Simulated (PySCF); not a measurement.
Several molecules and their computed UV-vis stick spectra, shuffled. Level of theory: TDDFT wB97X-D/def2-SVPD, vertical, gas phase, core orbitals frozen in the response (PySCF). Geometries: PBE0-D3(BJ)/def2-SVP; one conformer of each isolated species. Triplets are in the Tamm–Dancoff approximation.

A. `[SiH3]N([SiH3])c1ccn([SiH3])c1` (C4H12N2Si3)
B. `BNBF` (B2FH4N)
C. `[C-]#[N+]S` (CHNS)

Lowest singlet levels (six at most, fewer where fewer were computed) with oscillator strengths:

1. 5.45 eV (f 0.043); 5.54 eV (f 0.018); 5.68 eV (f 0.046); 6.10 eV (f 0.024); 6.19 eV (f 0.009); 6.44 eV (f 0.198); T1 4.02 eV
2. 5.07 eV (f 0.000); 6.21 eV (f 0.003); 6.75 eV (f 0.016); 7.11 eV (f 0.043); 7.43 eV (f 0.056); 7.99 eV (f 0.117); T1 4.51 eV
3. 6.72 eV (f 0.000); 7.76 eV (f 0.317); 7.95 eV (f 0.020); 8.79 eV (f 0.007); 9.10 eV (f 0.058); 9.15 eV (f 0.037); T1 6.16 eV

Question: Which spectrum belongs to which structure?

Answer: 1 = A, 2 = C, 3 = B.
- A: S1 at 5.45 eV, HOMO→LUMO+1 (44%), HOMO→LUMO (39%); Löwdin shares by element: HOMO carbon 51% or more, nitrogen 22% or more (atoms not listed hold the other 27%); LUMO silicon 36% or more, hydrogen 15% or more (atoms not listed hold the other 49%); HOMO -7.56 and LUMO 1.74 eV.
- B: S1 at 6.72 eV, HOMO→LUMO (94%); Löwdin shares by element: HOMO hydrogen 42% or more, boron 38% or more, nitrogen 11%; LUMO boron 60%, nitrogen 15%, hydrogen 9% or more (atoms not listed hold the other 16%); HOMO -11.36 and LUMO 0.89 eV; point group Cs, 1 of its 6 listed states under f = 0.0005.
- C: S1 at 5.07 eV, HOMO→LUMO (97%); Löwdin shares by element: HOMO sulfur 62%, nitrogen 22%, carbon 12%, hydrogen 5%; LUMO sulfur 60%, nitrogen 17%, hydrogen 13%, carbon 11%; HOMO -9.86 and LUMO 0.68 eV; point group Cs, 1 of its 6 listed states under f = 0.0005.
